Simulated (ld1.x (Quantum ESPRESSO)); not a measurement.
What one change does to a pseudopotential (aluminium, TM)

ld1.x (Quantum ESPRESSO) 7.5 input, shortened:

```
&input
   title='Al', zed=13., rel=1, dft='PBE', iswitch=3,
   config='[Ne] 3s2 3p1'
 /
 &inputp
   pseudotype=2, tm=.true., lloc=0,
   nlcc=.false.
 /
2
3P  2  1   1.00   0.00  1.80  1.80  0.0
3S  1  0   2.00   0.00  1.95  1.95  0.0
 &test
   configts(1)='3s2 3p1'
 /
```

Change: core correction a·sin(br)/r model core inside 1.28 bohr.

Cutoffs: the cutoffs (Ry, on a coarse ladder) from which the occupation-weighted sum of valence levels, in a spherical-Bessel basis at the reference potential, stays within 10 and 1 mRy of its value at 400 Ry; they do not see the model core or the augmentation charge, which bear on the density cutoff. Errors are all-electron minus pseudo energies relative to the spin-unpolarised reference configuration.

Q: How do hardness, ghosts and transferability respond?

A: The potential gets neither clearly harder nor softer (10 Ry and 30 Ry → 10 Ry and 30 Ry); of the 7 tests that both files solve, the error grows in 0 and shrinks in 4 by more than 15 % and 0.3 meV (median size 8.3 → 1.8 meV); neither file shows a bound ghost. Exchange and correlation are not linear in the density, so unscreening with the valence charge alone errs where core and valence overlap; a model core restores that term. A model core, the more so a compact one, raises the density cutoff, which this test does not measure.

```tsv
quantity	base	changed
cutoff, loose	10 Ry	10 Ry
cutoff, tight	30 Ry	30 Ry
bound ghosts	none	none
error for 3s2 3p0, meV [ΔE 5.76 eV]	-2.9	+1.3
error for 3s1 3p0, meV [ΔE 24.99 eV]	+19	+17
error for 3s2 3p0.5, meV [ΔE 2.09 eV]	-0.4	+0.3
error for 3s0 3p3, meV [ΔE 10.45 eV]	+40	+9.6
error for 3s1 3p2, meV [ΔE 5.14 eV]	+8.3	+1.8
error for 3s1 3p1, meV [ΔE 11.57 eV]	+13	+8.6
error for 3s2 3p1.3, meV [ΔE -0.57 eV]	0.0	+0.1
s: phases at 2.15 bohr within 0.05 rad from the reference energy up to (Ry; the scan ends near 5)	3.4	3.4
p: phases at 2.15 bohr within 0.05 rad from the reference energy up to (Ry; the scan ends near 5)	1.0	1.0
```
